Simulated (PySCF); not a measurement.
A structure optimised at PBE-D3(BJ)/def2-SVP, used in a PySCF frequency run:

```xyz
12

F      1.7550     0.0752    -1.2667
Si     0.9111     0.1538     0.1486
C     -0.5230     1.3394     0.0826
C     -1.6659     0.6177     0.1787
C     -1.5412    -0.8731     0.3618
N     -0.1303    -1.2022     0.4233
H      1.9986     0.3364     1.1632
H     -0.5330     2.4304    -0.0579
H     -2.6790     1.0538     0.1257
H     -2.0786    -1.3881    -0.4742
H     -2.0844    -1.1722     1.2921
H      0.1186    -2.1785     0.5707
```

Write its SMILES and formula.

F[Si@H]1C=CCN1, C₃H₆FNSi

What are its rotational constants (standard atomic weights)?

5.4232, 2.4610, 1.9667 GHz
